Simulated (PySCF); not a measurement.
Si(H)(SiH3) (H4Si2), SMILES [SiH][SiH3] (connectivity only; charge and spin as stated), neutral, multiplicity 1.

Geometry optimised at ωB97X-D3(BJ)/def2-TZVP. The isomer is the one that the SMILES or the coordinates give; other isomers of the formula were not compared.

All values below come from ωB97X-D3(BJ)/def2-TZVP in PySCF.

Frequencies are harmonic and unscaled.

```json
[
 {"mode": "1", "ν (cm⁻¹)": "79", "IR (km/mol)": "12.7", "Raman (Å⁴/amu)": "4.3", "depolarisation": "0.75", "moving atoms (share of kinetic energy)": "H 93 %"},
 {"mode": "2", "ν (cm⁻¹)": "387", "IR (km/mol)": "10.4", "Raman (Å⁴/amu)": "10.6", "depolarisation": "0.23", "moving atoms (share of kinetic energy)": "H 64 %, Si 36 %"},
 {"mode": "3", "ν (cm⁻¹)": "393", "IR (km/mol)": "25.1", "Raman (Å⁴/amu)": "6.4", "depolarisation": "0.75", "moving atoms (share of kinetic energy)": "H 94 %"},
 {"mode": "4", "ν (cm⁻¹)": "448", "IR (km/mol)": "17.5", "Raman (Å⁴/amu)": "24.7", "depolarisation": "0.28", "moving atoms (share of kinetic energy)": "Si 61 %, H 39 %"},
 {"mode": "5", "ν (cm⁻¹)": "728", "IR (km/mol)": "62.1", "Raman (Å⁴/amu)": "5.0", "depolarisation": "0.75", "moving atoms (share of kinetic energy)": "H 89 %, Si 11 %"},
 {"mode": "6", "ν (cm⁻¹)": "886", "IR (km/mol)": "218.8", "Raman (Å⁴/amu)": "3.5", "depolarisation": "0.34", "moving atoms (share of kinetic energy)": "H 90 %, Si 10 %"},
 {"mode": "7", "ν (cm⁻¹)": "942", "IR (km/mol)": "70.1", "Raman (Å⁴/amu)": "14.6", "depolarisation": "0.73", "moving atoms (share of kinetic energy)": "H 97 %"},
 {"mode": "8", "ν (cm⁻¹)": "966", "IR (km/mol)": "37.7", "Raman (Å⁴/amu)": "16.1", "depolarisation": "0.75", "moving atoms (share of kinetic energy)": "H 97 %"},
 {"mode": "9", "ν (cm⁻¹)": "2079", "IR (km/mol)": "172.7", "Raman (Å⁴/amu)": "157.5", "depolarisation": "0.42", "moving atoms (share of kinetic energy)": "H 97 %"},
 {"mode": "10", "ν (cm⁻¹)": "2209", "IR (km/mol)": "79.3", "Raman (Å⁴/amu)": "236.6", "depolarisation": "0.04", "moving atoms (share of kinetic energy)": "H 98 %"},
 {"mode": "11", "ν (cm⁻¹)": "2217", "IR (km/mol)": "105.0", "Raman (Å⁴/amu)": "100.0", "depolarisation": "0.75", "moving atoms (share of kinetic energy)": "H 96 %"},
 {"mode": "12", "ν (cm⁻¹)": "2234", "IR (km/mol)": "127.5", "Raman (Å⁴/amu)": "124.5", "depolarisation": "0.38", "moving atoms (share of kinetic energy)": "H 96 %"}
]
```
